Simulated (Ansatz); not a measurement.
MnCl₄, that is [MnCl4]- with one electron fewer. The state is a quartet with charge 0. Geometry PBE-D4/def2-SVPD, that of the charge -1 quintet; atoms count from 1.

```xyz
5

Mn    0.000    0.000    0.000
Cl   -1.359   -1.529   -0.929
Cl    1.738   -1.344    0.470
Cl   -0.024    1.190    1.905
Cl   -0.354    1.682   -1.446
```

The charge 0 quartet is spin-contaminated (final ⟨S²⟩ up to 4.53, 3.75 for a pure state).

**Question.** Estimate the Mulliken populations from the PBE0/def2-TZVPD orbitals of Ansatz.

**Answer.** 
| atom | charge (e) | spin (α − β) | d electrons |
| --- | --- | --- | --- |
| Mn1 | 0.37 | 4.10 | 5.11 |
| Cl2 | -0.09 | -0.27 | – |
| Cl3 | -0.09 | -0.27 | – |
| Cl4 | -0.09 | -0.27 | – |
| Cl5 | -0.09 | -0.27 | – |
Mulliken values depend strongly on the basis. With diffuse functions, as here, like atoms can get unlike values, and bond orders can come out too low or too high.

**Question.** Where does the spin sit?

**Answer.** Summed by element: Mn 4.10, Cl -1.10, of 3 unpaired in all. Largest on single atoms: Mn1 4.10, Cl2 -0.27, Cl3 -0.27.

**Question.** And the Mayer bond orders between heavy atoms (over 0.3)?

**Answer.** Mn1–Cl2 1.01 (2.25 Å); Mn1–Cl3 1.01 (2.25 Å); Mn1–Cl4 1.01 (2.25 Å); Mn1–Cl5 1.01 (2.25 Å).
